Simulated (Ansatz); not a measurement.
A run for Ansatz (an electronic-structure program): R-MP2/aug-cc-pVTZ on CH3Li (SMILES [Li][CH3]), atoms moved off the minimum.

Ansatz 0.2 input:
```yaml
crystal:
  periodic: [false, false, false]
  atoms:
    - {symbol: Li, position_ang: [-1.12827432, -0.58369297, -0.91225212]}
    - {symbol: C, position_ang: [0.24650107, 0.21723771, 0.12851505]}
    - {symbol: H, position_ang: [0.94517693, -0.50287864, 0.69050097]}
    - {symbol: H, position_ang: [-0.14411061, 0.87546791, 0.96962930]}
    - {symbol: H, position_ang: [1.00044357, 0.91637652, -0.32406037]}
basis:
  gaussian:
    orbitals: aug-cc-pVTZ
magnetization: {spin_polarized: false}
correlation: {method: mp2, electrons: outside_noble_gas}
scf: {lower_state_search: off}
output: {forces: true}
```

Predict the final total energy.

-47.2428 hartree.
